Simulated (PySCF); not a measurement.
Ge(OH)2(SH)2 (GeH4O2S2), SMILES [OH][Ge]([SH])([SH])[OH].

Coordinates come from a PBE0-D3(BJ)/def2-SVP optimisation. This is a generated structure with no PubChem entry under its InChIKey; it may be hypothetical. The values are those of a single conformer.

Two levels are set side by side: TDA-PBE/def2-SVPD (PySCF) and TDA-LC-ωPBE/def2-SVPD (PySCF). Vertical, same geometry. The lowest singlet is HOMO→LUMO 99 % with PBE and HOMO→LUMO 37 %, HOMO→LUMO+1 32 %, HOMO−1→LUMO+3 8 %, HOMO−1→LUMO+5 7 % with the other functional; states are paired by order. Differences are taken from unrounded values.

| quantity | TDA-PBE |
|---|---|
| lowest singlet excitation (eV) | 4.84 |
| lowest triplet excitation (TDA) (eV) | 4.50 |

These are the TDA-PBE values. What does TDA-LC-ωPBE give? (The exact figures need the calculation; the answer reports its results.)


```tsv
quantity	TDA-LC-ωPBE	TDA-PBE minus TDA-LC-ωPBE
lowest singlet excitation (eV)	6.06	-1.23
lowest triplet excitation (TDA) (eV)	5.51	-1.01
```

A lower first singlet is the usual sign of a functional without exact exchange. Differences between two approximate levels are no errors against the true value.

Rough cost on one machine, each run with all the roots and properties that it gave: TDA-LC-ωPBE against TDA-PBE about 4 times.
